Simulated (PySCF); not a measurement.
Input file for PySCF: R-BP86/6-31G* on Cl2H2 (a complex), monomers drawn apart or pushed together.

```python
from pyscf import gto, scf, dft, mp
from pyscf.data.elements import chemcore

mol = gto.M(
    atom='''
    Cl   -0.16304302    0.37938654   -0.10163354
    H     0.96354067   -0.22873307   -0.19614664
    Cl    0.51282024    0.07795179    4.58464058
    H     0.13977044    0.26328451    3.36578098
    ''',
    basis='6-31g*',
    cart=True,
    charge=0, spin=0, verbose=3, max_memory=1800)
mf = dft.RKS(mol, xc='b88,p86')
mf.conv_tol = 1e-8
mf.max_cycle = 100
mf.kernel()
if not mf.converged:
    mf = mf.newton().run(mf.mo_coeff, mf.mo_occ)
```

Output:

```
converged SCF energy = -921.647528828464
```

The run converged.

Cost: roughly 1.0 core-seconds.
